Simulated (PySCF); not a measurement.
## How methods differ on the excitation energy of Eu²⁺

Eu²⁺ [Xe] 4f7 (8S) → Eu²⁺ [Xe] 4f6 6p1 (high-spin determinant), as a difference of total energies. Calculation: PySCF 2.14, in ANO-RCC-VTZP (8s7p5d3f2g1h, 104 functions); scalar relativity by spin-free X2C-1e. Correlated levels: valence: [Kr] 4d10 frozen; valence and next inner shell: [Ar] 3d10 frozen. The calculations carry no spin-orbit coupling.

```json
{"method": "UHF", "excitation energy (eV)": "8.624"}
{"method": "LDA", "excitation energy (eV)": "11.297"}
{"method": "PBE", "excitation energy (eV)": "10.884"}
{"method": "PBE0", "excitation energy (eV)": "10.531"}
{"method": "r2SCAN", "excitation energy (eV)": "10.750"}
{"method": "MP2 (valence)", "excitation energy (eV)": "10.697"}
{"method": "SCS-MP2 (valence)", "excitation energy (eV)": "9.706"}
{"method": "MP2 (valence and next inner shell)", "excitation energy (eV)": "10.967"}
{"method": "SCS-MP2 (valence and next inner shell)", "excitation energy (eV)": "10.021"}
```

How much does correlation contribute at MP2 (valence and next inner shell)?

10.967 − (8.624) = 2.343 eV, measured against UHF.

A first-order spin-orbit estimate (lowest level to lowest level, LS coupling) adds -0.510 eV.

The basis was made for the ground configuration and has no added diffuse functions, so the excitation energy can come out too high.

The determinant of the upper state mixes LS terms, which raises its energy above the lowest term, most at the Hartree-Fock and MP2 levels.
